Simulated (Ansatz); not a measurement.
CH4OSSi can be A, `SC1O[SiH2]1`, or B, `CS[Si]O`.

Gas-phase electronic energies from Ansatz, PBE0-D4/def2-TZVP geometries. CCSD(T)/CBS adds triple-zeta CCSD(T) − MP2 to the extrapolated MP2 energy (def2 sets, frozen cores). This one scheme is used for every species. Functionals use def2-TZVPP. Each species was taken in one conformer, which may not be the lowest.

Q: Which isomer does CCSD(T)/CBS put lower? Give the gap. (Estimate.)

A: Computed: B, by 200.4 kJ/mol.

Q: Give E(B) − E(A) in kJ/mol with MP2/def2-TZVPP, CCSD(T)/def2-TZVPP, HF/def2-TZVPP, r2SCAN-D4, B2PLYP, ωB97M-V, PBE-D4. (Estimate.)

A: Ansatz gave: MP2/def2-TZVPP -194.4, CCSD(T)/def2-TZVPP -198.0, HF/def2-TZVPP -206.6, r2SCAN-D4 -188.1, B2PLYP -200.3, ωB97M-V -204.4, PBE-D4 -195.2. None reverses the order clearly.

Largest T1 diagnostic: 0.015.

In def2-TZVPP, CCSD(T) changes the Hartree–Fock value by +8.5 kJ/mol (the triples alone add +1.9 kJ/mol) and MP2 by +12.2 kJ/mol.
